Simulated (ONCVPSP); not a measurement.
# Transferability test, ONCV potential for Mn (Z = 25)

Mn (Z = 25), optimised norm-conserving Vanderbilt (ONCV), made with ONCVPSP 4.0.1 (LDA (Perdew-Wang 92), fully relativistic). Core [Ne], reference 3s2 3p6 3d5 4s2. Waves: 3s+4s: rc 1.40 bohr, ncon 3, nbas 6, qcut 10.3 1/bohr, 2 projectors; 3p: rc 1.40 bohr, ncon 4, nbas 8, qcut 9 1/bohr, 2 projectors, debl 1.4 Ha; 3d: rc 1.35 bohr, ncon 3, nbas 8, qcut 9.7 1/bohr, 2 projectors, debl 3.2 Ha. Local part: polynomial inside 1.00 bohr (lpopt 5, dvloc0 3 Ha). Core correction: Teter function, fcfact 4.25, rcfact 1.35.

Open shells are filled in proportion to 2j + 1.

In the p channel the program set the typed energies aside and used -1.986, 0.250 Ha (j = l + 1/2; the other j can differ).

Energies are relative to the spin-unpolarised reference configuration 3s2 3p6 3d5 4s2; without spin polarisation the order of configurations can differ from experiment.

Task: Give the all-electron excitation energy and the error of the potential for: 3s2 3p6 3d5 4s1; 3s2 3p6 3d5 4s0; 3s2 3p6 3d4 4s0; 3s2 3p6 3d5 4s1.5.

Result:

```csv
valence configuration,charge,ΔE all-electron (eV),error AE − PS (meV)
3s2 3p6 3d5 4s1,+1,8.647,+0.9
3s2 3p6 3d5 4s0,+2,24.517,+4.2
3s2 3p6 3d4 4s0,+3,57.332,+14
3s2 3p6 3d5 4s1.5,+0.5,3.462,+0.2
```

Levels in the configuration 3s2 3p6 3d5 4s1.5:

```json
{"level": "3s j=1/2", "all-electron (eV)": "-89.352", "pseudo (eV)": "-89.355"}
{"level": "3p j=3/2", "all-electron (eV)": "-58.022", "pseudo (eV)": "-58.023"}
{"level": "3p j=1/2", "all-electron (eV)": "-59.302", "pseudo (eV)": "-59.304"}
{"level": "3d j=5/2", "all-electron (eV)": "-10.887", "pseudo (eV)": "-10.894"}
{"level": "3d j=3/2", "all-electron (eV)": "-11.006", "pseudo (eV)": "-11.013"}
{"level": "4s j=1/2", "all-electron (eV)": "-8.609", "pseudo (eV)": "-8.608"}
```
